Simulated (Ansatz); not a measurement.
Program: Ansatz. Geometries: PBE0-D4/def2-TZVP. ΔE: electronic, gas phase. CCSD(T)/CBS adds triple-zeta CCSD(T) − MP2 to the extrapolated MP2 energy (def2 sets, frozen cores). DFT in def2-TZVPP. B3LYP here is the variant with VWN-RPA as its local correlation; programs differ in this. One conformer a species, not always the lowest.

`C=CN(C)[SiH3]` + `O[Si](Cl)(Cl)Cl` → `[SiH3]O[Si](Cl)(Cl)Cl` + `C=CNC`  (ligand exchange at the Si–N bond)

| level | ΔE (kJ/mol) | difference from CCSD(T)/CBS |
| --- | --- | --- |
| r2SCAN-D4 | -50.5 | -0.8 |
| B3LYP-D4 | -55.2 | -5.5 |
| ωB97X-V | -52.0 | -2.3 |
| ωB97M-V | -50.2 | -0.5 |
| B2PLYP | -54.8 | -5.1 |
| r2SCAN | -50.8 | -1.1 |
| B3LYP | -58.7 | -9.0 |
| HF/def2-TZVPP | -73.5 | -23.8 |
| MP2/def2-TZVPP | -45.9 | 3.8 |
| SCS-MP2/def2-TZVPP | -51.7 | -2.0 |
| CCSD(T)/def2-TZVPP | -49.2 | 0.5 |
| HF/def2-QZVPP | -74.9 | -25.2 |
| SCS-MP2/def2-QZVPP | -52.5 | -2.8 |
| HF/CBS(def2) | -75.1 | -25.4 |
| MP2/CBS(def2) | -46.5 | 3.2 |
| CCSD/CBS(def2) | -53.4 | -3.7 |
| CCSD(T)/CBS | -49.7 | 0 |

Largest T1 diagnostic among the species: 0.012.

The D4 term adds +3.5 kJ/mol with B3LYP and +1.5 kJ/mol with PBE0; it sums over pairs of atoms, weighted by their polarisabilities, and B3LYP, whose exchange is more repulsive, gets the larger term. In def2-TZVPP, CCSD(T) changes the Hartree–Fock value by +24.3 kJ/mol (the triples alone add +3.7 kJ/mol) and MP2 by +27.6 kJ/mol.
